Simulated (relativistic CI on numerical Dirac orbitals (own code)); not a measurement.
# Hg3+: 4f photoemission

Computed with this model: Dirac-Coulomb-Breit CI, orbitals from a KLI potential per configuration, model QED (radiative potential, 1s self-energy scaled to tabulated hydrogen-like ionisation energies), valence Slater integrals scaled by 0.8, multiplet model of photoemission in the sudden approximation; configurations [Xe] 4f14 5d9 → [Xe] 4f13 5d9; 80 K; Lorentzian 0.17 eV and Gaussian 0.5 eV FWHM. Energies are those of the free ion, without screening or charge transfer. The energies are binding energies and can lie tens of eV above those of solids. S is read from ⟨S²⟩ = S(S + 1).

Field parameters in Wybourne normalisation: Oh B⁴₀ = 21Dq, B⁴₄ = √(5/14) B⁴₀. The field is a parameter set, without covalency.

Computed curve for Oh, 10Dq = 31700 cm⁻¹, scaled to 100 at the maximum (points under 2 are left out and the grid is thinned):

| Energy (eV) | Intensity |
| --- | --- |
| 139.9 | 2.1 |
| 140.1 | 3.1 |
| 140.2 | 4.2 |
| 140.4 | 9.3 |
| 140.6 | 24.3 |
| 140.7 | 37.2 |
| 140.9 | 68.1 |
| 141.1 | 91.1 |
| 141.3 | 100.0 |
| 141.4 | 98.0 |
| 141.6 | 77.8 |
| 141.8 | 48.0 |
| 141.9 | 37.0 |
| 142.1 | 25.3 |
| 142.3 | 16.5 |
| 142.4 | 12.0 |
| 142.6 | 5.4 |
| 142.8 | 2.9 |
| 142.9 | 2.3 |
| 143.9 | 2.1 |
| 144.1 | 3.0 |
| 144.3 | 5.6 |
| 144.4 | 8.2 |
| 144.6 | 18.0 |
| 144.8 | 36.1 |
| 144.9 | 46.7 |
| 145.1 | 62.2 |
| 145.3 | 66.1 |
| 145.4 | 64.9 |
| 145.6 | 56.8 |
| 145.8 | 42.2 |
| 145.9 | 34.7 |
| 146.1 | 21.9 |
| 146.3 | 12.5 |
| 146.5 | 8.2 |
| 146.6 | 8.0 |
| 146.8 | 7.9 |
| 147.0 | 5.7 |
| 147.1 | 4.2 |
| 147.3 | 2.0 |

The ground state has S = 0.50, and the centroid lies at 143.14 eV.
